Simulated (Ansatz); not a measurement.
CH6GeN, SMILES `[CH3][GeH][NH2]` radical. The species carries charge 0 and has multiplicity 2. Geometry: relaxed with PBE0-D4/def2-TZVP. It is one conformer, not always the lowest.

```xyz
9

C    -0.972   -0.268   -0.992
Ge   -0.373    0.181    0.824
N     1.467    0.015    0.815
H    -0.457    0.377   -1.708
H    -2.048   -0.118   -1.082
H    -0.745   -1.309   -1.222
H    -0.630    1.684    1.141
H     1.937    0.339    1.649
H     1.820   -0.901    0.576
```

Task: What is the dipole moment at B3LYP/def2-TZVPP? (An estimate is asked.)

Result: Ansatz gave: 1.02 D, with components (0.46, -0.91, 0.12) D in this frame, pointing from negative to positive charge.

Task: And with PBE, r2SCAN, ωB97M-V? (Estimate.)

Result: Ansatz gave: PBE 1.04 D, r2SCAN 1.02 D, ωB97M-V 1.00 D.

Task: Give the Mulliken charges with B3LYP, ωB97M-V, r2SCAN in def2-TZVPP. (Estimate.)

Result: The calculation gave: 
```json
{"atom": "C1", "B3LYP": "-0.39", "ωB97M-V": "-0.46", "r2SCAN": "-0.29"}
{"atom": "Ge2", "B3LYP": "0.23", "ωB97M-V": "0.23", "r2SCAN": "0.21"}
{"atom": "N3", "B3LYP": "-0.38", "ωB97M-V": "-0.36", "r2SCAN": "-0.41"}
{"atom": "H4", "B3LYP": "0.12", "ωB97M-V": "0.14", "r2SCAN": "0.09"}
{"atom": "H5", "B3LYP": "0.10", "ωB97M-V": "0.12", "r2SCAN": "0.08"}
{"atom": "H6", "B3LYP": "0.10", "ωB97M-V": "0.12", "r2SCAN": "0.07"}
{"atom": "H7", "B3LYP": "-0.04", "ωB97M-V": "-0.01", "r2SCAN": "-0.04"}
{"atom": "H8", "B3LYP": "0.13", "ωB97M-V": "0.11", "r2SCAN": "0.15"}
{"atom": "H9", "B3LYP": "0.13", "ωB97M-V": "0.11", "r2SCAN": "0.14"}
```

B3LYP here is the variant with VWN-RPA as its local correlation; programs differ in this.
